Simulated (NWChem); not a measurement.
# Si2H4O2; SMILES O1[SiH2]O[SiH2]1

```xyz
8

O      1.1956     0.0000     0.0000
Si     0.0000     1.2053     0.0000
O     -1.1956     0.0000     0.0000
Si     0.0000    -1.2053     0.0000
H      0.0000     2.0463    -1.2254
H      0.0000     2.0463     1.2254
H      0.0000    -2.0463     1.2254
H      0.0000    -2.0463    -1.2254
```
Atoms are numbered in this order, from 1.

Level: PBE0/def2-SVP (NWChem), optimised geometry, unscaled harmonic frequencies. 

| frequency (cm⁻¹) | IR intensity (km/mol) |
|---|---|
| 219 | 3.4 |
| 556 | 0.0 |
| 592 | 0.0 |
| 599 | 0.0 |
| 660 | 0.0 |
| 679 | 0.0 |
| 730 | 185.4 |
| 741 | 4.3 |
| 850 | 433.0 |
| 866 | 0.0 |
| 872 | 0.0 |
| 994 | 319.5 |
| 996 | 409.2 |
| 1029 | 0.0 |
| 2270 | 214.5 |
| 2277 | 0.0 |
| 2281 | 305.2 |
| 2282 | 0.0 |

The zero-point energy is 27.9 kcal/mol and the thermal correction to the enthalpy at 298.15 K (with zero-point energy) is 31.3 kcal/mol. The heat capacity Cv is 17.1 cal/(mol K). The entropy at 298.15 K and 1 atm (symmetry number 4) is 67.2 cal/(mol K) and the dipole moment comes out as 0.00 D.

Rigid rotor and harmonic oscillator.
